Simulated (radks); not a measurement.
The numbers below are computed, except where a source is named.
Q: Neutral hydrogen, 1s1. Code: a radial shooting solver on a logarithmic mesh with Libxc functionals. Model: non-relativistic Kohn-Sham, exchange-only LDA, spin-polarised, spherical densities, point nucleus. Every spin shell is full or empty, so the densities are truly spherical. Functionals are evaluated on that one density, not self-consistently. Rank these orbital-free kinetic functionals by their error against the exact value of the orbitals, and give that value: Thomas-Fermi, TF + vW, TF + vW/9, LC94, APBEK, revAPBEK, Thakkar, Pearson, PG1, DePristo-Kress, Ernzerhof.

A: Exact: 0.457079 hartree. From best to worst, with 100 (|E| - |E exact|)/|E exact| (equal figures are ties): APBEK +1.38, LC94 +1.50, Thakkar +1.74, DePristo-Kress +1.91, TF + vW/9 +1.93, revAPBEK +2.27, Pearson -3.04, Ernzerhof +5.58, Thomas-Fermi -9.18, PG1 +53.99, TF + vW +90.82.
